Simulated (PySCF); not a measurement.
C2H9NOSi, SMILES CO[Si@H](C)N.

Coordinates come from a PBE-D3(BJ)/def2-SVP optimisation. The structure was generated by enumeration; whether it is a known compound was not checked. Other conformers were not sampled.

Vertical ionisation energy (IE) and electron affinity (EA) in eV. Rows of orbital energies are one-electron estimates. Where ΔSCF, EOM or ADC give a negative EA the extra electron is unbound and the value depends on the basis.

| level | IE | EA |
|---|---|---|
| −ε(HOMO), −ε(LUMO), CAM-B3LYP/def2-TZVP (PySCF) | 8.88 | -1.60 |
| −ε(HOMO), −ε(LUMO), PBE/def2-TZVP (PySCF) | 5.98 | -0.01 |
